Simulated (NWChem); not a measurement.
Species: CH$_{6}$O$_{2}$Si$_{2}$; SMILES O=C[SiH2]O[SiH3]

```xyz
11

O      0.2475    -3.1982     0.0000
C      0.6192    -2.0386     0.0000
Si    -0.6971    -0.6333     0.0000
O      0.0665     0.8238     0.0000
Si     0.2725     2.4618     0.0000
H      1.7129    -1.8043     0.0000
H     -1.5360    -0.8034    -1.2146
H     -1.5360    -0.8034     1.2146
H      1.7273     2.7566     0.0000
H     -0.3499     3.0610    -1.2103
H     -0.3499     3.0610     1.2103
```
Atoms are numbered in this order, from 1.

Level: B3LYP/6-31G* (spherical d) (NWChem), optimised geometry, unscaled harmonic frequencies. 

Q: List the harmonic frequencies with IR intensities, and the thermochemistry.

A: 
```json
[
 {"frequency (cm⁻¹)": "33", "IR intensity (km/mol)": "0.1"},
 {"frequency (cm⁻¹)": "42", "IR intensity (km/mol)": "0.0"},
 {"frequency (cm⁻¹)": "44", "IR intensity (km/mol)": "0.0"},
 {"frequency (cm⁻¹)": "84", "IR intensity (km/mol)": "12.2"},
 {"frequency (cm⁻¹)": "154", "IR intensity (km/mol)": "17.0"},
 {"frequency (cm⁻¹)": "312", "IR intensity (km/mol)": "5.3"},
 {"frequency (cm⁻¹)": "499", "IR intensity (km/mol)": "27.2"},
 {"frequency (cm⁻¹)": "587", "IR intensity (km/mol)": "2.5"},
 {"frequency (cm⁻¹)": "710", "IR intensity (km/mol)": "4.7"},
 {"frequency (cm⁻¹)": "719", "IR intensity (km/mol)": "7.5"},
 {"frequency (cm⁻¹)": "738", "IR intensity (km/mol)": "49.4"},
 {"frequency (cm⁻¹)": "748", "IR intensity (km/mol)": "75.3"},
 {"frequency (cm⁻¹)": "898", "IR intensity (km/mol)": "474.4"},
 {"frequency (cm⁻¹)": "902", "IR intensity (km/mol)": "20.2"},
 {"frequency (cm⁻¹)": "961", "IR intensity (km/mol)": "161.6"},
 {"frequency (cm⁻¹)": "965", "IR intensity (km/mol)": "88.8"},
 {"frequency (cm⁻¹)": "968", "IR intensity (km/mol)": "196.0"},
 {"frequency (cm⁻¹)": "1021", "IR intensity (km/mol)": "250.0"},
 {"frequency (cm⁻¹)": "1141", "IR intensity (km/mol)": "497.3"},
 {"frequency (cm⁻¹)": "1399", "IR intensity (km/mol)": "17.9"},
 {"frequency (cm⁻¹)": "1768", "IR intensity (km/mol)": "88.2"},
 {"frequency (cm⁻¹)": "2249", "IR intensity (km/mol)": "91.5"},
 {"frequency (cm⁻¹)": "2255", "IR intensity (km/mol)": "85.4"},
 {"frequency (cm⁻¹)": "2259", "IR intensity (km/mol)": "152.4"},
 {"frequency (cm⁻¹)": "2263", "IR intensity (km/mol)": "271.2"},
 {"frequency (cm⁻¹)": "2270", "IR intensity (km/mol)": "135.8"},
 {"frequency (cm⁻¹)": "2839", "IR intensity (km/mol)": "154.6"}
]
```

The zero-point energy is 41.2 kcal/mol. The thermal correction to the enthalpy at 298.15 K (with zero-point energy) is 47.0 kcal/mol and the heat capacity Cv is 25.8 cal/(mol K). The entropy at 298.15 K and 1 atm (symmetry number 1) comes out as 93.8 cal/(mol K) and the dipole moment comes out as 2.42 D.

Rigid rotor and harmonic oscillator; modes under 100 cm⁻¹ make the entropy uncertain.
